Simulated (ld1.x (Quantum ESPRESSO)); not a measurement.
## molybdenum (Mo): TM pseudisation with PBE, scalar-relativistic reference atom.

```
Element                 : Mo (Z = 42)
Generator               : ld1.x (Quantum ESPRESSO) 7.5
Type                    : norm-conserving Troullier–Martins (Kleinman–Bylander form)
Functional              : PBE
Relativity              : scalar-relativistic
Frozen core             : [Ar] 3d10
Valence charge          : 14
Reference configuration : 4s2 4p6 4d4 5s0 5p0 (charge +2)
Partial waves           : 4s (bound): rc 1.10 bohr; 4d (bound): rc 1.50 bohr; 4p (bound): rc 2.12 bohr
Local potential         : the p channel
Core correction         : Bessel-smoothed model core inside 1.05 bohr
```

Poles of the logarithmic derivatives, all-electron (AE) and pseudo (PS). s: poles at -6.0, 3.4 (AE) and -6.0, 3.3 (PS) Ry. p: poles at -3.9, 4.9 (AE) and -3.9, 3.9 (PS) Ry. d: poles at -0.7 (AE) and -0.7 (PS) Ry. Test radius 2.30 bohr.

- Cutoffs needed: 100 Ry and 180 Ry (the cutoffs (Ry, on a coarse ladder) from which the occupation-weighted sum of valence levels, in a spherical-Bessel basis at the reference potential, stays within 10 and 1 mRy of its value at 400 Ry)
- Ghost test: no extra level below or beside the all-electron valence levels (s, d, p, f tested) (spherical-Bessel basis up to 400 Ry, 20 bohr box)
- Largest excitation error: +266 meV (all-electron minus pseudo) for 4s1 4p6 4d5 5s1 5p0, out of 7 test configurations
